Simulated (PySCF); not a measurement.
C2H4OSi (triplet state).
Cartesian coordinates in Å at the GFN2-xTB level; atoms count from 1:
```xyz
8
C2H4OSi angstrom
O      2.6421   -0.5119    0.8713
C      1.6823   -0.2160    0.1838
C      0.3183   -0.2232    0.4280
Si    -1.3033    0.1417   -0.3415
H      1.8776    0.1415   -0.8691
H     -1.9254    1.1672    0.4990
H     -1.2186    0.6187   -1.7284
H     -2.0640   -1.1086   -0.2902
```

The hyperfine couplings belong to this conformer and change with its torsions.

Identity: `[C]([SiH3])C=O` [triplet].

The calculation used UKS B3LYP, pcH-1 on C H O Si, non-relativistic, mean-field spin-orbit, GIAO (PySCF). The structure is a single GFN2-xTB conformer in the gas phase; no vibrational or solvent corrections. This triplet need not be the ground state; the singlet was not compared here. The geometry wasn't refined by DFT: couplings that depend on bond lengths, twists or pyramidal angles can differ widely from those at the functional's own minimum. No stability test was run, so a lower SCF solution isn't excluded.

Mulliken spin populations: O1 +0.362, C2 -0.171, C3 +1.665, Si4 -0.056, H5 +0.079, H6 +0.033, H7 +0.055, H8 +0.033.

(1) What dipolar couplings does the calculation give for H6, H7, H8?

(2) Estimate them with point dipoles: put each population ρk at its nucleus, leave out the nucleus itself and the atom bound to it, and sum T = Σ [ρk/(2S)]·C·(3 n nᵀ − 1)/r³ with C = μ0 gₑ μB g_N μN/(4π h) = 79.06 MHz Å³.

(3) If all the spin sat on C3, T∥ = 2C/r³. What distance does the computed T3 of H8 then imply?

Results:

(1) 
```json
{"atom": "H6", "position": "2 bonds from C3", "distance from C3 (Å)": "2.64", "T1 (MHz)": "-3.19", "T2": "-2.27", "T3": "5.47"}
{"atom": "H7", "position": "2 bonds from C3", "distance from C3 (Å)": "2.78", "T1 (MHz)": "-2.78", "T2": "-1.63", "T3": "4.41"}
{"atom": "H8", "position": "2 bonds from C3", "distance from C3 (Å)": "2.64", "T1 (MHz)": "-3.19", "T2": "-2.28", "T3": "5.47"}
```

(2) 
```csv
atom,T1 (MHz),T2,T3,"T3, computed",difference in T3 (%)
H6,-3.70,-3.41,7.11,5.47,+30
H7,-3.19,-2.94,6.13,4.41,+39
H8,-3.70,-3.41,7.11,5.47,+30
```

(3) r = (2 × 79.06/5.47)^(1/3) = 3.07 Å, against 2.64 Å in the structure.
